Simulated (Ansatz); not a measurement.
## Ligand exchange: C2H4Cl2Si + HI → C2H5ClSi + ICl

Species: C2H4Cl2Si `C=C[SiH](Cl)Cl`, singlet; HI, singlet; C2H5ClSi `C=C[SiH2]Cl`, singlet; ICl (iodine monochloride), singlet. The partners trade Cl for H: Si–Cl and I–H bonds give way to Si–H and I–Cl.

Shapes, held fixed at every level: PBE0-D4/def2-TZVP. Flexible molecules stand in one conformer, not always the lowest. Programs: Ansatz 0.2.0. The zero-point and thermal change to 298 K, harmonic and unscaled (PBE0-D4/def2-TZVP), is +2.7 kJ/mol.

(1) Estimate ΔH(298 K) of this reaction.

## Answers

(1) The highest level, CCSD(T)/def2-TZVPP, gives ΔH(298 K) = +186.3 kJ/mol; the levels span +170.2 to +205.7. The column of differences is taken from that level and isn't an error. No measured value is set beside it here. For atoms past krypton def2 sets carry core potentials with scalar relativity. Outer-core shells of I are correlated in most correlated rows, in sets that cover them unevenly. Times are processor times on shared x86 and Arm servers, and rough.

```tsv
level	kind	ΔH(298 K) (kJ/mol)	less CCSD(T)/def2-TZVPP	CPU time (sum over the molecules)
HF/def2-SVP	Hartree–Fock	+192.0	+5.7	–
B3LYP-D4/def2-TZVPP	global hybrid	+170.2	-16.1	23 s
BHLYP-D4/def2-TZVPP	global hybrid	+179.2	-7.1	16 s
r2SCAN0-D4/def2-TZVPP	global hybrid	+188.2	+1.9	27 s
wB97M-V/def2-TZVPP	range-separated hybrid	+180.9	-5.4	56 s
MP2/def2-SVP	perturbation theory	+205.7	+19.4	–
CCSD(T)/def2-SVP	coupled cluster or CI	+193.9	+7.6	14 s
CCSD(T)/def2-TZVPP	coupled cluster or CI	+186.3	0.0	5.5 min
```
